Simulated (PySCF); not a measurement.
SeCl₂, SMILES Cl[Se]Cl. Geometry optimised at ωB97X-D3(BJ)/def2-TZVP. The isomer is the one that the SMILES or the coordinates give; other isomers of the formula were not compared.

Calculation: ωB97X-D3(BJ)/def2-TZVP run with PySCF.

Harmonic wavenumbers (cm⁻¹): 168, 433, 452. Rotational constants (GHz): 7.197, 2.639, 1.931; symmetry number 2.

Task: Work out the zero-point energy and the ideal-gas rigid-rotor harmonic-oscillator thermochemistry at 298.15 K and 1 atm.

Result: ZPE = ½ Σ hcν = ½ × 1054 cm⁻¹ = 6.30 kJ/mol. H − E(el) = 19.24 kJ/mol. Entropy in J/(mol K): translation 171.23, rotation 105.42, vibration 17.12, total 293.77. G − E(el) = -68.35 kJ/mol. Cp = 52.65 J/(mol K).
